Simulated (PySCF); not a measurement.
The same groups moved round the core (benzothiophene ethynyl+boryl). Gas-phase values, no solvent. One relaxed conformer stands for each flexible species; it need not be the lowest. Strings in code marks are SMILES.

Calculation: PBE-D3(BJ)/def2-TZVP // PBE0-D3(BJ)/def2-SVP in PySCF. All candidates: neutral, multiplicity 1. Excitations are Tamm–Dancoff values on a coarser integration grid. The basis has no diffuse functions, so Rydberg states are missing or too high.

LUMO: -3.06 eV
S1 excitation (TDA): 3.14 eV
T1 excitation (TDA): 2.44 eV

Question: Identify which member has these values.
A. `Bc1cc(C#C)c2ccsc2c1`
B. `Bc1cc2ccc(C#C)cc2s1`
C. `Bc1c(C#C)ccc2ccsc12`
D. `Bc1ccc(C#C)c2ccsc12`

Answer: A, `Bc1cc(C#C)c2ccsc2c1`. The others give `Bc1c(C#C)ccc2ccsc12`: -3.20 eV, 2.92 eV, 2.23 eV; `Bc1ccc(C#C)c2ccsc12`: -3.28 eV, 2.90 eV, 2.19 eV; `Bc1cc2ccc(C#C)cc2s1`: -3.30 eV, 3.12 eV, 2.21 eV
